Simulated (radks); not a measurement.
Results of a calculation; reference values are marked as such.
Isoelectronic series with 5 electrons, all held in the configuration [He] 2s2 2p1, which need not be the ground one along the series. Code: a radial shooting solver on a logarithmic mesh with Libxc functionals. Model: scalar-relativistic Kohn-Sham, PBE, spin-unpolarised, spherical densities, point nucleus. Total energies (hartree) and orbital eigenvalues (eV):

ion,E (hartree),2p,2s
B,-24.60320,-3.6068,-9.4431
O3+,-71.18412,-64.9573,-79.4903
Si9+,-239.10606,-373.6713,-405.8856
Cl12+,-360.67483,-620.4797,-662.2205
Ca15+,-507.54472,-929.1021,-981.2363
V18+,-679.93867,-1299.782,-1363.559
Fe21+,-878.12148,-1732.825,-1809.949
Cu24+,-1102.40167,-2228.591,-2321.302
Ge27+,-1353.13378,-2787.493,-2898.656
Sr33+,-1935.61984,-4096.632,-4256.287
Nb36+,-2268.34122,-4847.965,-5039.442
Ru39+,-2629.45793,-5664.628,-5894.378
Ag42+,-3019.60847,-6547.305,-6823.017
Sn45+,-3439.50360,-7496.738,-7827.506
I48+,-3889.93359,-8513.724,-8910.240
Ba51+,-4371.7767,-9599.121,-10073.90

Estimate the row of Br30+.

Answer. E (hartree) -1630.72129; 2p -3410.000; 2s -3543.201.
